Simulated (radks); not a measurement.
Values are calculated unless marked as measured or tabulated.
Question: All-electron atom: F+ in [He] 2s2 2p4. Level of theory: scalar-relativistic Kohn-Sham, PBE, spin-polarised, spherical densities, finite nucleus; open shells are filled with parallel spins first; Fermi nuclear charge, rms radius 2.8976 fm (a radial shooting solver on a logarithmic mesh with Libxc functionals). Some entries of the table are withheld. Estimate them.

orbital  occ.  eigenvalue (eV)  <r^2> (bohr^2)
1s up       1        -684.4313         0.04206
1s down     1        -682.8184         0.04186
2s up       1         -48.9697           1.095
2s down     1         -45.0210           1.146
2p up       3              (1)           1.199
2p down     1              (2)           1.323

Answer: 
(1) 2p up eigenvalue (eV): -29.9065
(2) 2p down eigenvalue (eV): -25.9647
